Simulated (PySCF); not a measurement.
sodium chloride (ClNa), singlet, at a GFN2-xTB geometry (such geometries of metal compounds can be far from the true shape). Base run: PBE/cc-pVTZ (PySCF).

Here is a job for PySCF.
```python
from pyscf import gto, scf, dft

mol = gto.Mole()
mol.atom = '''
    Na   -0.00000000   -0.00000000   -1.36328114
    Cl    0.00000000    0.00000000    0.88212309
'''
mol.basis = 'cc-pvtz'
mol.verbose = 4
mol.build()

mf = dft.RKS(mol)
mf.xc = 'pbe'
mf.kernel()
mo_i, mo_e, stable_i, stable_e = mf.stability(internal=True, external=True, return_status=True, nroots=6, tol=1e-6)
print('internally stable:', stable_i, ' externally stable:', stable_e)
if not stable_e:
    umf = mf.to_uhf() if not hasattr(mf, 'xc') else mf.to_uks()
    umf.scf_summary = {}
    umf.kernel(umf.make_rdm1(mo_e, umf.mo_occ))
```

The bond that is stretched is that between atoms 1 and 2. A test that says stable can miss a lower solution.

The base run was repeated with changes; each row names its change, and settings that it needs were set with it.

```tsv
change	ΔE vs base (eV)	<S^2>	HOMO-LUMO gap (eV)	stability test says	outcome
base	0.00	0.000	3.18	stable	converged
bond × 1.25	0.27	0.000	2.04	stable	converged
bond × 1.5	1.02	0.000	1.08	stable	converged
bond × 1.8	1.76	0.000	0.36	stable	converged
bond × 2.2	-	-	-	-	not converged
bond × 3.0	-	-	-	-	not converged
```

Where a bond breaks into two radicals, a solution with restricted orbitals usually stops being the lowest and lies too high; an unrestricted one lies lower at the price of spin contamination, which <S^2> shows.
